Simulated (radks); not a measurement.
The nuclear charge of the nickel ion Ni+ is varied continuously with 27 electrons held in [Ar] 3d9. Calculated with a radial shooting solver on a logarithmic mesh with Libxc functionals: scalar-relativistic Kohn-Sham, PBE, spin-polarised, spherical densities, point nucleus; open shells are filled with parallel spins first. By the Hellmann-Feynman theorem dE/dZ = E(electron-nucleus)/Z, the electronic potential at the nucleus. The scalar-relativistic energy here is not variational (the density holds large components alone), so the two differ by a part that grows with Z.

| Z | E (hartree) | E(electron-nucleus)/Z (hartree) | HOMO | e(HOMO) (eV) | <r> HOMO (bohr) |
|---|---|---|---|---|---|
| 27 | -1393.15781 | -123.863 | 3d | -1.414 | 1.413 |
| 27.2 | -1418.08051 | -125.139 | 3d | -3.081 | 1.311 |
| 27.4 | -1443.25836 | -126.409 | 3d | -5.049 | 1.237 |
| 27.6 | -1468.69033 | -127.675 | 3d | -7.286 | 1.178 |
| 27.8 | -1494.37558 | -128.936 | 3d | -9.767 | 1.128 |
| 28 | -1520.31346 | -130.195 | 3d | -12.478 | 1.085 |
| 28.2 | -1546.50339 | -131.451 | 3d | -15.405 | 1.046 |
| 28.4 | -1572.94492 | -132.705 | 3d | -18.537 | 1.012 |
| 28.6 | -1599.63764 | -133.956 | 3d | -21.864 | 0.9816 |
| 28.8 | -1626.58123 | -135.207 | 3d | -25.380 | 0.9535 |
| 29 | -1653.77541 | -136.456 | 3d | -29.078 | 0.9277 |

The central difference of E at Z = 28 is -130.320 hartree, to compare with the third column; the second derivative is -6.3 hartree.
